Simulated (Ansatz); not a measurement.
Steps of a relaxation of C₂H₈GaNSi, SMILES `[CH3][GaH]/[N]=C\[SiH3]` with RKS PBE0-D4/def2-TZVP.

```sh
$ ansatz run in.yaml --threads 2 --pin off --events-out ev --progress --plain --max-ram 22528MiB --backend cuda --devices 0, --max-vram 18GiB
```

```yaml
crystal:
  periodic: [false, false, false]
  atoms:
    - {symbol: C, position_ang: [-2.315940, 1.474910, 0.159540]}
    - {symbol: Ga, position_ang: [-0.496310, 1.211640, 1.000450]}
    - {symbol: N, position_ang: [0.922870, 0.676080, 0.009650]}
    - {symbol: C, position_ang: [1.646280, -0.186610, -0.548460]}
    - {symbol: Si, position_ang: [1.461230, -2.086090, -0.460310]}
    - {symbol: H, position_ang: [-3.016010, 0.700410, 0.481980]}
    - {symbol: H, position_ang: [-2.743800, 2.445900, 0.420230]}
    - {symbol: H, position_ang: [-2.214380, 1.413690, -0.927400]}
    - {symbol: H, position_ang: [0.006160, 1.745070, 2.377420]}
    - {symbol: H, position_ang: [2.485880, 0.178490, -1.164410]}
    - {symbol: H, position_ang: [1.116030, -2.543550, -1.807190]}
    - {symbol: H, position_ang: [2.751150, -2.631050, -0.039240]}
    - {symbol: H, position_ang: [0.396840, -2.398890, 0.497730]}
basis:
  gaussian: {orbitals: def2-TZVP}
hamiltonian: {xc: pbe0, dispersion: d4}
relax: {f_tol: 0.005, max_steps: 150}
```

Positions (Å) and forces (eV/Å) along the path, 11 of 20 steps:

```xyz
13
step=1 energy=-63936.3145 eV
C    -2.316    1.475    0.160    0.696   -0.141    0.068
Ga   -0.496    1.212    1.000   -0.754    0.386   -0.057
N     0.923    0.676    0.010    0.139   -0.524   -0.474
C     1.646   -0.187   -0.548   -0.214    0.231    0.245
Si    1.461   -2.086   -0.460   -0.038    0.912    0.093
H    -3.016    0.700    0.482    0.072   -0.016    0.037
H    -2.744    2.446    0.420    0.110   -0.037    0.051
H    -2.214    1.414   -0.927   -0.046   -0.001    0.063
H     0.006    1.745    2.377   -0.114   -0.052    0.156
H     2.486    0.178   -1.164    0.113    0.000   -0.132
H     1.116   -2.544   -1.807   -0.067   -0.278   -0.375
H     2.751   -2.631   -0.039    0.365   -0.328    0.094
H     0.397   -2.399    0.498   -0.264   -0.151    0.233
13
step=3 energy=-63936.3947 eV rejected
C    -2.235    1.455    0.147    0.000    0.073   -0.003
Ga   -0.498    1.249    1.020    0.021   -0.012    0.037
N     0.877    0.707   -0.047   -0.074   -0.096   -0.009
C     1.592   -0.143   -0.621    0.517    0.172    0.266
Si    1.440   -2.030   -0.444   -0.116   -0.049   -0.154
H    -2.909    0.664    0.486   -0.030    0.010    0.000
H    -2.682    2.415    0.413   -0.053   -0.025   -0.027
H    -2.141    1.389   -0.937   -0.002   -0.001    0.018
H    -0.090    1.668    2.474    0.008   -0.065   -0.088
H     2.456    0.222   -1.226   -0.269   -0.109   -0.087
H     1.102   -2.594   -1.783    0.001   -0.036    0.055
H     2.727   -2.648   -0.011   -0.026    0.086    0.004
H     0.362   -2.353    0.530    0.023    0.051   -0.012
13
step=6 energy=-63936.4161 eV
C    -2.237    1.466    0.145    0.035   -0.006    0.012
Ga   -0.500    1.211    1.018   -0.030    0.022    0.098
N     0.878    0.694   -0.052   -0.013    0.012   -0.001
C     1.619   -0.135   -0.625    0.087    0.039   -0.066
Si    1.448   -2.017   -0.440   -0.017   -0.002   -0.003
H    -2.925    0.683    0.472   -0.014   -0.002    0.000
H    -2.681    2.428    0.408    0.015   -0.004    0.003
H    -2.137    1.404   -0.939    0.000    0.002   -0.002
H    -0.078    1.555    2.488   -0.026   -0.019   -0.085
H     2.423    0.240   -1.292   -0.031   -0.031    0.024
H     1.102   -2.631   -1.752    0.005   -0.002   -0.002
H     2.723   -2.626    0.026    0.011    0.004    0.001
H     0.364   -2.272    0.543   -0.022   -0.014    0.022
13
step=8 energy=-63936.4171 eV
C    -2.234    1.463    0.147   -0.006   -0.012    0.000
Ga   -0.502    1.195    1.020   -0.010   -0.042    0.024
N     0.879    0.703   -0.064   -0.019    0.031    0.008
C     1.617   -0.128   -0.637    0.038   -0.017   -0.030
Si    1.447   -2.010   -0.436   -0.002    0.002   -0.007
H    -2.947    0.704    0.478    0.017   -0.006    0.025
H    -2.652    2.438    0.404   -0.006    0.012   -0.025
H    -2.135    1.387   -0.936   -0.003    0.029   -0.009
H    -0.084    1.514    2.489    0.000    0.009   -0.003
H     2.418    0.240   -1.308   -0.004   -0.004    0.006
H     1.113   -2.638   -1.745    0.000   -0.001    0.003
H     2.723   -2.609    0.042    0.000    0.002    0.003
H     0.358   -2.261    0.544   -0.005   -0.003    0.005
13
step=9 energy=-63936.4175 eV
C    -2.235    1.463    0.148   -0.004   -0.012    0.005
Ga   -0.503    1.185    1.020   -0.011   -0.014    0.000
N     0.879    0.704   -0.067   -0.005    0.023   -0.006
C     1.617   -0.126   -0.642    0.016   -0.022    0.002
Si    1.448   -2.007   -0.437   -0.006    0.000   -0.002
H    -2.951    0.710    0.485    0.012    0.002    0.011
H    -2.645    2.443    0.401   -0.003    0.005   -0.013
H    -2.138    1.384   -0.935    0.000    0.013   -0.001
H    -0.085    1.504    2.489    0.000    0.002    0.007
H     2.419    0.243   -1.312    0.001    0.002   -0.003
H     1.117   -2.643   -1.742    0.004   -0.002   -0.004
H     2.721   -2.605    0.050    0.004    0.002   -0.001
H     0.356   -2.256    0.541   -0.006    0.002    0.004
13
step=11 energy=-63936.4179 eV
C    -2.235    1.458    0.152   -0.006    0.008    0.005
Ga   -0.501    1.163    1.016   -0.005    0.008   -0.023
N     0.888    0.719   -0.084   -0.004   -0.003   -0.007
C     1.621   -0.119   -0.656   -0.006   -0.002    0.049
Si    1.443   -1.998   -0.437    0.005    0.012   -0.009
H    -2.965    0.732    0.521    0.015    0.021   -0.015
H    -2.618    2.455    0.383    0.006   -0.028   -0.001
H    -2.154    1.353   -0.931   -0.004   -0.009    0.022
H    -0.089    1.462    2.492    0.004   -0.005    0.002
H     2.428    0.243   -1.322    0.004    0.004   -0.019
H     1.140   -2.650   -1.741   -0.005   -0.005   -0.003
H     2.708   -2.589    0.082   -0.003    0.000    0.003
H     0.332   -2.230    0.524   -0.001   -0.003   -0.003
13
step=14 energy=-63936.4182 eV
C    -2.233    1.449    0.156   -0.001   -0.004   -0.001
Ga   -0.495    1.162    1.012    0.006   -0.001   -0.005
N     0.897    0.732   -0.090   -0.009    0.005    0.012
C     1.629   -0.112   -0.654    0.008   -0.002   -0.012
Si    1.436   -1.989   -0.439   -0.001   -0.003    0.001
H    -2.964    0.737    0.547   -0.001    0.001    0.000
H    -2.608    2.453    0.366   -0.001    0.003    0.000
H    -2.162    1.317   -0.924    0.000    0.000    0.000
H    -0.082    1.453    2.489    0.000    0.001    0.003
H     2.439    0.244   -1.321   -0.003   -0.003    0.002
H     1.149   -2.641   -1.747    0.001    0.002    0.003
H     2.686   -2.590    0.103   -0.002    0.001    0.000
H     0.307   -2.214    0.502    0.002    0.001   -0.003
13
step=17 energy=-63936.4183 eV
C    -2.230    1.442    0.158   -0.005    0.001   -0.002
Ga   -0.491    1.158    1.014   -0.002    0.003    0.003
N     0.903    0.738   -0.089    0.009   -0.006   -0.003
C     1.632   -0.107   -0.657   -0.012    0.003    0.005
Si    1.431   -1.984   -0.442    0.004    0.001   -0.001
H    -2.968    0.749    0.571    0.003    0.004   -0.002
H    -2.593    2.455    0.345    0.003   -0.006   -0.001
H    -2.166    1.282   -0.918    0.000    0.001    0.005
H    -0.080    1.447    2.493   -0.001    0.000   -0.002
H     2.442    0.247   -1.324    0.002    0.002   -0.001
H     1.162   -2.636   -1.754   -0.001   -0.001    0.000
H     2.671   -2.587    0.119   -0.001   -0.001    0.000
H     0.288   -2.203    0.483    0.001    0.000   -0.001
13
step=18 energy=-63936.4183 eV rejected
C    -2.229    1.440    0.159   -0.001    0.004    0.000
Ga   -0.491    1.159    1.017   -0.005    0.001    0.002
N     0.903    0.737   -0.085    0.005   -0.008   -0.012
C     1.630   -0.107   -0.658    0.003    0.006    0.023
Si    1.431   -1.984   -0.445   -0.006    0.005   -0.003
H    -2.970    0.755    0.579    0.002    0.003   -0.002
H    -2.588    2.457    0.336    0.002   -0.006   -0.001
H    -2.167    1.270   -0.916   -0.001    0.000    0.005
H    -0.082    1.450    2.495    0.000   -0.001   -0.002
H     2.440    0.249   -1.323   -0.001    0.003   -0.009
H     1.166   -2.637   -1.757    0.002   -0.003   -0.002
H     2.670   -2.586    0.121    0.002    0.000   -0.001
H     0.285   -2.203    0.477   -0.002   -0.003    0.002
13
step=19 energy=-63936.4183 eV
C    -2.230    1.442    0.159    0.000    0.001   -0.001
Ga   -0.492    1.159    1.016   -0.002    0.000    0.002
N     0.903    0.737   -0.086    0.004   -0.005   -0.002
C     1.631   -0.107   -0.656   -0.008    0.003   -0.003
Si    1.432   -1.984   -0.444   -0.001   -0.001    0.004
H    -2.969    0.753    0.575    0.001    0.001    0.000
H    -2.591    2.457    0.340    0.001   -0.002   -0.001
H    -2.167    1.276   -0.917    0.000    0.000    0.002
H    -0.082    1.449    2.494    0.000    0.001   -0.001
H     2.439    0.248   -1.324    0.004    0.001    0.001
H     1.165   -2.637   -1.755    0.001    0.001   -0.002
H     2.671   -2.587    0.120    0.001    0.000    0.000
H     0.288   -2.205    0.480   -0.001   -0.001    0.001
13
step=20 energy=-63936.4183 eV
C    -2.230    1.442    0.159    0.003    0.001    0.002
Ga   -0.492    1.159    1.018   -0.001    0.001   -0.002
N     0.902    0.735   -0.083   -0.003   -0.001   -0.002
C     1.629   -0.108   -0.656    0.001    0.001    0.004
Si    1.433   -1.985   -0.445    0.001    0.002   -0.002
H    -2.971    0.758    0.580   -0.002    0.000    0.000
H    -2.587    2.459    0.334   -0.001    0.000    0.000
H    -2.167    1.270   -0.916    0.000    0.000   -0.001
H    -0.083    1.452    2.496    0.001    0.000    0.001
H     2.437    0.249   -1.324    0.002   -0.001   -0.002
H     1.169   -2.638   -1.758    0.000    0.000   -0.001
H     2.672   -2.586    0.120    0.002   -0.001    0.001
H     0.287   -2.209    0.477   -0.002   -0.001    0.001
```

Run time 38 s (2 threads of an AMD EPYC 7R13 on a shared host and a share of an NVIDIA H100 80 GB); peak host memory 0.86 GiB.
